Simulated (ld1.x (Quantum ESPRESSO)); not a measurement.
What one change does to a pseudopotential (germanium (Ge), RRKJ)

- Element: germanium (Ge)
- Generator: ld1.x (Quantum ESPRESSO) 7.5
- Type: norm-conserving RRKJ (Kleinman–Bylander form)
- Functional: PBEsol
- Relativity: scalar-relativistic
- Frozen core: [Ar] 3d10
- Valence charge: 4
- Reference configuration: 4s2 4p1.5 (charge +0.5)
- Partial waves: 4p (bound): rc 1.90 bohr; 4d channel at 0.25 Ry: rc 2.05 bohr; 4s (bound): rc 1.85 bohr
- Local potential: the s channel
- Core correction: none
- rho0: 0.005

Change: functional PBE.

Cutoffs: the cutoffs (Ry, on a coarse ladder) from which the occupation-weighted sum of valence levels, in a spherical-Bessel basis at the reference potential, stays within 10 and 1 mRy of its value at 400 Ry; they do not see the model core or the augmentation charge, which bear on the density cutoff. Errors are all-electron minus pseudo energies relative to the spin-unpolarised reference configuration.

How do hardness, ghosts and transferability respond?

The potential gets neither clearly harder nor softer (30 Ry and 40 Ry → 30 Ry and 40 Ry); both files keep a bound ghost (d); of the 7 tests that both files solve, the error grows in 2 and shrinks in 2 by more than 15 % and 0.3 meV (median size 7.7 → 7.6 meV).

| quantity | base | changed |
| --- | --- | --- |
| cutoff, loose | 30 Ry | 30 Ry |
| cutoff, tight | 40 Ry | 40 Ry |
| bound ghosts | d | d |
| error for 4s2 4p2, meV [ΔE -2.80 eV] | -0.3 | +0.5 |
| error for 4s2 4p1, meV [ΔE 4.65 → 4.64 eV] | -1.8 | -0.6 |
| error for 4s2 4p0, meV [ΔE 20.10 → 20.08 eV] | -11 | +9.0 |
| error for 4s1 4p2, meV [ΔE 13.38 → 13.36 eV] | +7.7 | +7.6 |
| error for 4s0 4p4, meV [ΔE 13.41 → 13.39 eV] | +38 | +47 |
| error for 4s2 4p2.3, meV [ΔE -3.69 eV] | -0.9 | +0.7 |
| error for 4s1 4p0, meV [ΔE 54.88 → 54.87 eV] | +37 | +113 |
| s: phases at 2.26 bohr within 0.05 rad from the reference energy up to (Ry; the scan ends near 5) | 2.9 | 2.9 |
| p: phases at 2.26 bohr within 0.05 rad from the reference energy up to (Ry; the scan ends near 5) | to the end of the scan | to the end of the scan |
| d: phases at 2.26 bohr within 0.05 rad from the reference energy up to (Ry; the scan ends near 5) | 1.3 | 1.3 |

 A true bound ghost makes a file unfit for plane-wave use even where its test errors are small: the radial tests pick states by their node count and pass the ghost by.
